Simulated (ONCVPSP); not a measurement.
## ruthenium, ONCV: configuration errors across variants

Ru (Z = 44), optimised norm-conserving Vanderbilt (ONCV), made with ONCVPSP 4.0.1 (LDA (Perdew-Wang 92), scalar-relativistic). Core [Ar] 3d10, reference 4s2 4p6 4d5 (charge +3). Waves: 4s: rc 1.20 bohr, ncon 4, nbas 7, qcut 6.3 1/bohr, 2 projectors, debl 3.6 Ha; 4p: rc 1.75 bohr, ncon 3, nbas 6, qcut 7.4 1/bohr, 1 projector; 4d: rc 2.10 bohr, ncon 4, nbas 9, qcut 7.3 1/bohr, 2 projectors, debl 2.5 Ha. Local part: polynomial inside 1.00 bohr (lpopt 2, dvloc0 0 Ha). Core correction: Teter function fitted to the true core (icmod 2), fcfact 0.25.

In the s channel the program set the typed energies aside and used -4.084, 0.250 Ha.

All-electron excitation energies from the reference (eV): (1) 4s2 4p6 4d7 5s1 -56.894; (2) 4s2 4p6 4d7 -49.289; (3) 4s2 4p6 4d6 -30.851; (4) 4s2 4p6 4d6 5s1 -46.572.

Errors AE − PS in meV (a dash: test not solved or not reliable):

| change | (1) | (2) | (3) | (4) | bound ghosts | GHOST(+) flags above zero |
| --- | --- | --- | --- | --- | --- | --- |
| base | +35 | +46 | +20 | +17 | none | s |
| p: qcut 8.2 | +35 | +45 | +20 | +17 | none | s |
| local potential polynomial inside 1.00 bohr (lpopt 2, dvloc0 -1.5 Ha) | +35 | +46 | +20 | +17 | none | s |
| s: qcut 3.8 | +35 | +46 | +20 | +17 | none | none |
| p: rc 1.64 | +35 | +45 | +20 | +17 | none | s |

(1) Give the same row for: d: rc 2.46.

## Answers

(1) +79, +106, +42, +32; bound ghosts: none; GHOST(+) flags above zero: s.
